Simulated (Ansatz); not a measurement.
**Cost against result**

Saddle point of Si$_{2}$H$_{3}$F$_{3}$, singlet (Si₂H₃F₃ ([F][Si]([F])([F])[SiH3]) → SiH₃F ([F][SiH3]) + SiF₂; bonds formed: Si1–F3; bonds broken: Si1–Si2, Si2–F3), PBE0-D4/def2-TZVP structure:

Si1  (-0.594, -0.485, 0.880)
Si2  (0.260, 0.713, -1.135)
F3  (1.111, -0.287, 0.136)
F4  (0.787, -0.020, -2.448)
F5  (1.145, 2.036, -1.067)
H6  (-1.200, 0.697, 1.532)
H7  (-1.558, -1.350, 0.164)
H8  (0.050, -1.304, 1.938)
(Å)

Barriers are electronic and count from the start structure reached by relaxing down the imaginary mode.

Program: Ansatz 0.2.0. Basis: as named in each row. Cores are frozen in the correlated methods. B3LYP uses VWN-RPA correlation. Extrapolation: Hartree–Fock as exp(−7.88 √X), correlation as X^−2.97.

Times are rough, for one single point on 4 threads of a shared host (Arm Neoverse V2).

The estimate by CCSD(T) at an estimated basis limit (MP2 extrapolated from triple and quadruple zeta, plus CCSD(T) − MP2 in triple zeta) is 53.38 kcal/mol.

| method | basis | time (s) | barrier (kcal/mol) | method less estimate |
| --- | --- | --- | --- | --- |
| HF | STO-3G | under 1 | 58.66 | 5.28 |
| PBE-D4 | STO-3G | under 1 | 27.70 | -25.68 |
| SPW92 | def2-SVP | under 1 | 41.50 | -11.88 |
| PBE-D4 | def2-SVP | under 1 | 42.53 | -10.85 |
| B3LYP-D4 | 6-31G | under 1 | 37.39 | -15.99 |
| PBE0-D4 | def2-SVP | under 1 | 47.79 | -5.59 |
| SPW92 | def2-TZVPP | under 1 | 45.43 | -7.95 |
| PBE-D4 | def2-TZVPP | 1 | 46.61 | -6.77 |
| BLYP-D4 | def2-TZVPP | 1 | 46.83 | -6.55 |
| B3LYP-D4 | def2-TZVPP | 2 | 51.00 | -2.38 |
| BHLYP-D4 | def2-TZVPP | 2 | 56.39 | 3.01 |
| PBE0-D4 | def2-TZVPP | 2 | 51.88 | -1.50 |
| CAM-B3LYP-D4 | def2-TZVPP | 2 | 52.67 | -0.71 |
| CCSD(T) | def2-SVP | 3 | 50.76 | -2.62 |
| r2SCAN-D4 | def2-TZVPP | 3 | 51.53 | -1.85 |
| RPA on PBE | def2-TZVPP | 3 | 51.53 | -1.85 |
| r2SCAN0-D4 | def2-TZVPP | 3 | 54.53 | 1.15 |
| wB97M-V | def2-SVP | 4 | 44.70 | -8.68 |
| B2PLYP | def2-TZVPP | 4 | 52.60 | -0.78 |
| PBE-QIDH | def2-TZVPP | 4 | 55.40 | 2.02 |
| wB97X-V | def2-TZVPP | 5 | 53.27 | -0.11 |
| B97M-V | def2-TZVPP | 6 | 52.15 | -1.23 |
| wB97M-V | def2-TZVPP | 6 | 48.87 | -4.51 |
| MP2 | def2-QZVPP | 12 | 53.74 | 0.36 |
| CCSD(T) | def2-TZVPP | 85 | 54.13 | 0.75 |

All methods are single points on the PBE0-D4 structures.

The T1 diagnostic stays at or below 0.014.

Losses and insertions of silylenes and their heavier kin drive the gas-phase chemistry of silicon and germanium vapour deposition.

Labels in which every atom is bracketed show which atoms are joined, not bond orders.
